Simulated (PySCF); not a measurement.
A side-by-side comparison of computed properties.

First species: C5H11ClOSi2.
Atom-mapped SMILES: `[CH3:1][SiH2:2]/[CH:3]=[C:4](/[Cl:5])[C:6](=[O:7])[CH2:8][SiH3:9]` (hydrogens: H10, H11, H12 on C1; H13, H14 on Si2; H15 on C3; H16, H17 on C8; H18, H19, H20 on Si9)

Second species: C₅H₁₄NPSi₂.
InChI=1S/C5H14NPSi2/c1-2-3-4-5-6(8)9-7/h2-4H,1,5,7,9H2,8H3/b4-3-

Levels: PBE0/pcSseg-1 for HOMO energy, LUMO energy and HOMO–LUMO gap. Geometries: GFN2-xTB. Each structure is a single optimised conformer of the isolated species, non-relativistic unless stated; the electronic structure was computed with PySCF and density fitting.

The conformers computed, where there is a choice (atom-mapped SMILES and torsion angles):
- `[CH3:1][SiH2:2]/[CH:3]=[C:4](/[Cl:5])[C:6](=[O:7])[CH2:8][SiH3:9]`: C1–Si2–C3–C4 -78°, C3–C4–C6–O7 6°, C4–C6–C8–Si9 -71°

The conformers of `C=C/C=C\CN([SiH3])[SiH2]P` aren't listed.

```tsv
property	column X	column Y
HOMO energy	-6.60 eV	-7.79 eV
LUMO energy	-0.87 eV	-2.28 eV
HOMO–LUMO gap	5.73 eV	5.51 eV
```

Task: Which column belongs to which species?

Result: Column X is the second species and column Y the first. The first has 20 atoms and 94 electrons, the second 23 and 94.

Task: How does each property change from the first species to the second?

Result: HOMO energy +1.19 eV; LUMO energy +1.41 eV; HOMO–LUMO gap +0.22 eV.

